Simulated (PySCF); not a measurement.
Gas-phase XPS of BMe3, computed

BMe3, C3H9B.
Geometry (PBE0-D3(BJ)/def2-SVP, Å), atoms numbered from 1 in this order:
```xyz
13
C3H9B angstrom
B      0.0030   -0.0040   -0.0099
C      1.5763   -0.0563   -0.0291
H      1.9520    0.4316    0.8896
H      1.9717    0.5596   -0.8559
H      2.0194   -1.0612   -0.0898
C     -0.7386    1.3846   -0.0032
H     -1.3716    1.4519    0.9005
H     -1.4500    1.4303   -0.8473
H     -0.0902    2.2723   -0.0417
C     -0.8299   -1.3398    0.0227
H     -1.9228   -1.2188    0.0530
H     -0.5192   -1.9480    0.8914
H     -0.5694   -1.9543   -0.8581
```

Level of theory: PySCF, delta-SCF UKS SCAN, pcX-2 on the ionised atom, pcseg-1 elsewhere, spin-free X2C. Vertical ΔSCF values, vacuum level as zero.

**Question.** List the computed XPS lines with their assignment.

**Answer.** 
```csv
atom(s),environment,level,binding energy (eV),count
C2/C6/C10,carbon bonded to B and 3 H,C 1s,289.92,3
B1,boron bonded to 3 C,B 1s,195.53,1
```

**Question.** Which photon energy gives electrons from C 1s of C2/C6/C10 a kinetic energy of 100 eV, and what is their de Broglie wavelength?

**Answer.** hν = 289.92 + 100 = 389.92 eV, recoil neglected; λ = 12.264 Å/√(E/eV) = 1.23 Å.

The first atom of each set that the bonding makes equivalent was ionised and stands for the set. Isolated species at its PBE0-D3(BJ)/def2-SVP geometry, gas phase.
